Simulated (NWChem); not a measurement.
Species: bromine (Br₂); SMILES BrBr

All runs: NWChem. Pople sets run with spherical d functions. The geometry was optimised at PBE0/def2-SVP. Level: PBE/6-31G* with SMD (1 M gas to 1 M solution), gas-phase geometry.

For solvent ethanol:

```
Item                                         Value
-------------------------------------------  -----
solvation free energy (kcal/mol)              -3.8
cavity-dispersion-structure term (kcal/mol)   -3.6
```

### Question
How do the values read with solvent water instead?

### Answer
| Property | Value |
|---|---|
| solvation free energy (kcal/mol) | -1.1 |
| cavity-dispersion-structure term (kcal/mol) | -0.8 |
